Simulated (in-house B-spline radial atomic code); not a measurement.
Inner levels of iridium as electrons are removed. A shift is the extra binding of the orbital against the neutral atom ([Xe] 4f14 5d7 6s2). The density at the nucleus is averaged over the nuclear charge. Computed with a B-spline radial code for spherical atoms: Dirac-Hartree-Fock, average of the configuration, finite nuclei.

```csv
ion,configuration,shift of 2p1/2 (eV),shift of 3s1/2 (eV),shift of 2p3/2 (eV),radius of 2p1/2 (bohr),radius of 3s1/2 (bohr),radius of 2p3/2 (bohr),Σ<r²> (bohr²),change of density at nucleus (bohr⁻³)
Ir35+,[Kr] 4d6,1438.11,1415.31,1438.83,0.060248,0.18813,0.068511,3.317,941.38
Ir36+,[Kr] 4d5,?,?,?,?,?,?,?,?
Ir37+,[Kr] 4d4,1590.65,1553.41,1590.7,0.060231,0.18779,0.068487,2.8799,1569.73
Ir38+,[Kr] 4d3,1668.65,1623.78,1668.35,0.060222,0.18761,0.068474,2.6703,1895.39
Ir39+,[Kr] 4d2,1747.81,1695.03,1747.15,0.060213,0.18742,0.068461,2.4664,2228.73
Ir40+,[Kr] 4d1,1828.13,1767.15,1827.08,0.060203,0.18724,0.068447,2.2681,2569.74
Ir41+,[Ar] 3d10 4s2 4p6,1909.6,1840.14,1908.14,0.060193,0.18704,0.068433,2.075,2918.44
Ir42+,[Ar] 3d10 4s2 4p5,1992.12,1912.93,1989.81,0.060183,0.18687,0.068421,1.8872,3147.6
Ir43+,[Ar] 3d10 4s2 4p4,?,?,?,?,?,?,?,?
Ir44+,[Ar] 3d10 4s2 4p3,2159.92,2060.52,2155.83,0.060158,0.18651,0.068389,1.5231,3613.17
Ir45+,[Ar] 3d10 4s2 4p2,2245.19,2135.3,2240.18,0.060145,0.18633,0.068373,1.3465,3849.52
Ir46+,[Ar] 3d10 4s2 4p1,?,?,?,?,?,?,?,?
Ir47+,[Ar] 3d10 4s2,2418.48,2286.84,2411.55,0.060118,0.18595,0.068339,1.0039,4329.08
Ir48+,[Ar] 3d10 4s1,2506.88,2362.57,2499.03,0.060104,0.18597,0.068322,0.84539,-3320.17
Ir49+,[Ar] 3d10,2596.11,2438.87,2587.33,0.060089,0.18583,0.068304,0.68976,-11154.7
Ir50+,[Ar] 3d9,2763.46,2564.31,2753.06,0.060047,0.185,0.068242,0.649,-10382
Ir51+,[Ar] 3d8,2933,2690.96,2920.91,0.060004,0.18417,0.068178,0.60942,-9593.5
Ir52+,[Ar] 3d7,3104.72,2818.82,3090.88,0.059959,0.18334,0.068113,0.57099,-8789.11
Ir53+,[Ar] 3d6,3278.63,2947.87,3262.95,0.059912,0.18252,0.068046,0.53365,-7968.74
Ir54+,[Ar] 3d5,3454.7,3078.11,3437.12,0.059865,0.1817,0.067977,0.49737,-7132.39
Ir55+,[Ar] 3d4,3632.94,3209.55,3613.38,0.059815,0.18088,0.067906,0.46211,-6280.03
Ir56+,[Ar] 3d3,3813.35,3342.18,3791.74,0.059765,0.18007,0.067834,0.42783,-5411.59
```

**Question.** Fill in the row of Ir36+.

**Answer.** shift of 2p1/2 (eV): 1513.8; shift of 3s1/2 (eV): 1483.92; shift of 2p3/2 (eV): 1514.19; radius of 2p1/2 (bohr): 0.06024; radius of 3s1/2 (bohr): 0.18796; radius of 2p3/2 (bohr): 0.068499; Σ<r²> (bohr²): 3.0954; change of density at nucleus (bohr⁻³): 1251.72.

**Question.** Fill in the row of Ir43+.

**Answer.** shift of 2p1/2 (eV): 2075.56; shift of 3s1/2 (eV): 1986.39; shift of 2p3/2 (eV): 2072.38; radius of 2p1/2 (bohr): 0.060171; radius of 3s1/2 (bohr): 0.18669; radius of 2p3/2 (bohr): 0.068405; Σ<r²> (bohr²): 1.7033; change of density at nucleus (bohr⁻³): 3379.18.

**Question.** Fill in the row of Ir46+.

**Answer.** shift of 2p1/2 (eV): 2331.38; shift of 3s1/2 (eV): 2210.74; shift of 2p3/2 (eV): 2325.42; radius of 2p1/2 (bohr): 0.060132; radius of 3s1/2 (bohr): 0.18614; radius of 2p3/2 (bohr): 0.068356; Σ<r²> (bohr²): 1.1735; change of density at nucleus (bohr⁻³): 4088.17.
